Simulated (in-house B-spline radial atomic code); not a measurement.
Values are calculated unless marked as measured or tabulated.
**Sn ion on In atom: potential, deflection and energy transfer**

The pair potential comes from two frozen, spherical free-atom densities (PBE, B-spline radial code, scalar-relativistic past argon): electrostatics plus the change in Thomas-Fermi kinetic and Dirac exchange energy where they overlap, the recipe behind the universal ZBL potential, which averages such potentials (from solid-state densities) over many pairs. It is written V = (Z1 Z2 e²/r) φ(r/a), with e² = 14.3996 eV·Å and a = 0.46850 Å/(Z1^0.23 + Z2^0.23); ZBL's fit is φ = 0.18175 e^(−3.1998x) + 0.50986 e^(−0.94229x) + 0.28022 e^(−0.4029x) + 0.02817 e^(−0.20162x). Where φ falls below 4e-4 it is continued as an exponential.

Masses 118.71 and 114.82 u.

```tsv
x = r/a	φ, this pair	φ, ZBL
0.1	0.8868	0.8928
0.25	0.7611	0.7647
0.5	0.6098	0.6096
1	0.4163	0.4164
1.5	0.2985	0.2995
2	0.2209	0.2218
3	0.1298	0.1292
4	0.08129	0.08026
5	0.05354	0.05224
6.5	0.02973	0.02914
8	0.01728	0.01705
10	0.009111	0.008778
12	0.004979	0.00474
14.5	0.002438	0.002328
17	0.001269	0.001212
20	0.0006125	0.0005882
```

(1) At x = 6.5 the electrostatic, kinetic and exchange parts are -493.61, 2355.17 and -171.69 eV. Find r, V and φ.

(2) The ion comes in at 75.15 keV with impact parameter 0.1910 Å. The scattering integral gives a centre-of-mass angle of 57.28° and a closest approach of 2.829 a. What are the reduced energy, the energy passed on and the laboratory angles?

Answers

(1) a = 0.46850/(2.4590 + 2.4476) = 0.09548 Å, so r = 0.62064 Å. V = -493.61 + 2355.17 + (-171.69) = 1689.87 eV. The bare repulsion is 50 × 49 × 14.3996/0.62064 = 56843 eV, so φ = 0.0297, +2.0 % against ZBL's 0.0291. The kinetic (Pauli) term is 139 % of V here, as the other two terms together attract.

(2) ε = E a M2/(Z1 Z2 e² (M1 + M2)) = 75150 × 1.3307e-06 = 0.1. The most that one collision can pass on is γE with γ = 4 M1 M2/(M1 + M2)² = 0.9997. Here T = γE sin²(θ/2) = 0.9997 × 75150 × 0.2297 = 17260 eV. The ion turns by arctan(sin θ/(cos θ + M1/M2)) = 28.1°, and the struck atom leaves at (180° − θ)/2 = 61.4°. The closest approach is 0.270 Å. With ZBL the angle would be 57.39° and T = 17320 eV.
